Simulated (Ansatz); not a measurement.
One change: `OC[SiH2]O` becomes `OCC[SiH2]O`.

Ansatz, PBE0-D4/def2-TZVP geometries, multiplicity 1. Each molecule was computed in one conformer, which needn't be the lowest.

| property | `OC[SiH2]O` |
| --- | --- |
| HOMO energy (B3LYP/def2-TZVPP) / eV | -7.25 |
| HOMO energy (ωB97M-V/def2-TZVPP) / eV | -9.82 |
| LUMO energy (B3LYP/def2-TZVPP) / eV | -0.32 |
| size of the dipole moment (B3LYP/def2-TZVPP) / D | 2.45 |
| LUMO energy (ωB97M-V/def2-TZVPP) / eV | 1.58 |
| HOMO–LUMO gap (PBE/def2-TZVPP) / eV | 5.04 |

Question: What does the change do to each property? (An estimate is asked.)

Answer: The calculation gave: 
```csv
property,`OCC[SiH2]O`,shift
HOMO energy (B3LYP/def2-TZVPP) / eV,-7.79,-0.54
HOMO energy (ωB97M-V/def2-TZVPP) / eV,-10.30,-0.48
LUMO energy (B3LYP/def2-TZVPP) / eV,0.21,0.53
size of the dipole moment (B3LYP/def2-TZVPP) / D,3.53,1.08
LUMO energy (ωB97M-V/def2-TZVPP) / eV,2.02,0.44
HOMO–LUMO gap (PBE/def2-TZVPP) / eV,6.21,1.17
```

With PBE0 the HOMO falls by 0.53 eV and the LUMO rises by 0.58 eV, so the gap widens by about 1.11 eV. PBE moves the HOMO by -0.59 eV and ωB97M-V by -0.48 eV. Dipoles are sizes alone; their direction can turn.

B3LYP here is the variant with VWN-RPA as its local correlation; programs differ in this.
